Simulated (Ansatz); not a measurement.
`[F][GeH2][AlH2]` + `C=C(O)[SiH2]O` → `O[SiH2][GeH2][F]` + `C=[C](O)[AlH2]`  (redistribution)

Isolated molecules relaxed with PBE0-D4/def2-TZVP in Ansatz; ΔE leaves out vibrations. CBS: MP2 limit from def2 TZ/QZ plus the TZ coupled-cluster correction, frozen cores. DFT in def2-TZVPP. B3LYP here is the variant with VWN-RPA as its local correlation; programs differ in this. For Ge outer-core shells are correlated without core-valence functions, which leaves a few kJ/mol of doubt a bond. Scalar relativity is left out up to krypton. Each species was taken in one conformer, which may not be the lowest.

```
             level  ΔE (kcal/mol)  difference from CCSD(T)/CBS
         r2SCAN-D4            2.2                         -0.9
           PBE0-D4            2.9                         -0.2
          B3LYP-D4            2.7                         -0.4
           ωB97X-V            2.8                         -0.3
            B2PLYP            3.1                          0.0
               PBE            2.0                         -1.1
              PBE0            2.9                         -0.2
             B3LYP            2.9                         -0.2
     HF/def2-TZVPP            5.6                          2.5
    MP2/def2-TZVPP            3.3                          0.2
   CCSD/def2-TZVPP            4.0                          0.9
CCSD(T)/def2-TZVPP            3.5                          0.4
    MP2/def2-QZVPP            3.1                          0.0
      HF/CBS(def2)            5.6                          2.5
     MP2/CBS(def2)            2.9                         -0.2
    CCSD/CBS(def2)            3.6                          0.5
       CCSD(T)/CBS            3.1                            0
```

Largest T1 diagnostic among the species: 0.013.

From PBE to PBE0 (25 % exact exchange), in def2-TZVPP and without D4, ΔE moves by +0.9 kcal/mol. In def2-TZVPP, CCSD(T) changes the Hartree–Fock value by −2.0 kcal/mol (the triples alone add −0.5 kcal/mol) and MP2 by −2.2 kcal/mol.
